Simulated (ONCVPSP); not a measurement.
**Scattering properties, ONCV potential for Ni**

* Element: Ni
* Generator: ONCVPSP 4.0.1
* Type: optimised norm-conserving Vanderbilt (ONCV)
* Functional: LDA (Perdew-Wang 92)
* Relativity: scalar-relativistic
* Frozen core: [Ne]
* Valence charge: 18
* Reference configuration: 3s2 3p6 3d8 (charge +2)
* Partial waves: 3s: rc 1.25 bohr, ncon 4, nbas 7, qcut 7.3 1/bohr, 1 projector; 3p: rc 1.00 bohr, ncon 3, nbas 6, qcut 15.8 1/bohr, 3 projectors, debl 3.2 Ha; 3d: rc 1.25 bohr, ncon 3, nbas 7, qcut 14.2 1/bohr, 2 projectors, debl 1.3 Ha
* Local potential: polynomial inside 0.80 bohr (lpopt 5, dvloc0 3 Ha)
* Core correction: Teter function, fcfact 2.5, rcfact 1.45

In the p channel the program set the typed energies aside and used -3.346, 0.250, 3.450 Ha.

The phase is arctan(r·R′/R) of the radial function R(r), unwrapped; energies in Ha, scanned from -6 to 5 Ha. A pole is an energy at which the radial function vanishes at the test radius. The pseudo phase is shifted by a multiple of π to meet the all-electron one at the reference energy, and phase errors are pseudo minus all-electron; the curves can meet again beyond the range given. Levels narrower than the energy grid can be missing from the lists of poles.

```tsv
channel	radius (bohr)	reference energy (Ha)	poles, all-electron	poles, pseudo	unbroken range about the reference energy with phases within 0.05 rad	phase error 1 Ha above the reference energy (rad)
s	1.27	-4.79	-4.14	-4.15, 4.25	below -1.7	-0.005
p	1.01	-3.35	-0.90	-0.90	the whole range	+0.000
d	1.27	-1.06	-0.06	-0.06	the whole range	+0.000
```

Phases in the s channel:

```
E (Ha)  all-electron  pseudo
 -5.96         0.571   0.554
 -5.40        -0.516  -0.528
 -4.84        -1.284  -1.284
 -4.28        -1.534  -1.535
 -3.72        -1.655  -1.660
 -3.16        -1.735  -1.746
 -2.60        -1.803  -1.823
 -2.04        -1.869  -1.905
 -1.48        -1.944  -2.009
 -0.92        -2.038  -2.164
 -0.36        -2.166  -2.432
  0.20        -2.360  -2.937
  0.76        -2.665  -3.619
  1.32        -3.112  -4.085
  1.88        -3.588  -4.331
  2.44        -3.937  -4.474
  3.00        -4.157  -4.569
  3.56        -4.296  -4.640
  4.12        -4.391  -4.700
  4.68        -4.458  -4.756
```
